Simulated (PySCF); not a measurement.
CH5BrO3Si, SMILES CO[Si](O)(O)Br. Atoms are numbered in the order given.

```xyz
11

C      2.4443    -0.8807     0.1593
O      1.1858    -1.3481    -0.2547
Si    -0.2647    -0.7394     0.1784
O     -0.4706    -0.9228     1.7923
O     -1.4679    -1.5097    -0.6212
Br    -0.3012     1.4323    -0.3481
H      2.5770    -0.9955     1.2480
H      3.2184    -1.4711    -0.3515
H      2.5861     0.1825    -0.1015
H     -1.2740    -0.5665     2.1824
H     -1.5013    -1.4005    -1.5762
```
Charge 0, spin multiplicity 1.

Geometry optimised at PBE0-D3(BJ)/def2-SVP. One conformer was computed; it need not be the lowest.

Method: PBE0-D3(BJ)/def2-SVP run with PySCF 2.14.0.

Frequencies are harmonic and unscaled.

```tsv
mode	ν (cm⁻¹)	IR (km/mol)	moving atoms (share of kinetic energy)
1	62	4.3	C 37 %, H 26 %, O 24 %, Br 9 %
2	94	8.4	H 93 %
3	104	27.7	H 68 %, O 20 %, C 8 %
4	141	1.7	H 35 %, C 32 %, O 19 %, Br 10 %
5	198	73.2	H 55 %, O 37 %
6	243	30.7	O 57 %, H 25 %, Si 11 %
7	275	63.8	O 52 %, H 41 %
8	281	29.4	O 55 %, Br 33 %
9	311	28.5	O 65 %, H 16 %, Si 12 %
10	370	9.7	O 62 %, Si 20 %, H 11 %
11	466	161.6	Si 55 %, O 30 %, Br 8 %
12	759	137.4	O 40 %, H 29 %, Si 19 %, C 12 %
13	800	208.6	H 54 %, O 38 %
14	807	259.7	H 76 %, O 19 %
15	948	123.9	Si 42 %, O 38 %, H 13 %
16	1007	128.9	Si 47 %, O 42 %, H 11 %
17	1179	79.1	H 57 %, C 24 %, O 17 %
18	1182	24.2	H 71 %, C 20 %, O 8 %
19	1233	242.1	O 44 %, C 27 %, H 25 %
20	1474	2.5	H 90 %, C 8 %
21	1475	5.4	H 95 %
22	1479	7.1	H 96 %
23	3033	48.7	H 97 %
24	3121	23.1	H 90 %, C 10 %
25	3157	20.8	H 90 %, C 10 %
26	3938	159.5	H 94 %
27	3941	105.8	H 94 %
```
